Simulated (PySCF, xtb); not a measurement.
C3H7FOSi, SMILES F[C@@H]([SiH2]C=O)C.

GFN2-xTB (xtb) at its own geometry gives an orbital gap of 2.48 eV and a dipole moment of 2.98 D.

The structure is a stationary point at r2SCAN-D4/def2-SVP. The structure was generated by enumeration; whether it is a known compound was not checked. One conformer was computed; it need not be the lowest.

Task: What does r2SCAN/def2-TZVP run with PySCF give? (The exact figures need the calculation; the answer reports its results.)

Result: gap 3.19 eV (levels -5.83 and -2.64 eV), dipole 2.93 D.
